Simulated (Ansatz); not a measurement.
Problem. Name a neutral molecule of B, C, Cl, O and H with LUMO energy (PBE0/def2-TZVPP) between 0.05 and 0.35 eV and LUMO energy (ωB97M-V/def2-TZVPP) between 1.30 and 1.60 eV (Ansatz, PBE0-D4/def2-TZVP geometry).

Solution. `OB1OC1Cl` (0.11 eV, 1.55 eV). Other molecules can fit too; these were computed, each in one conformer that needn't be the lowest.
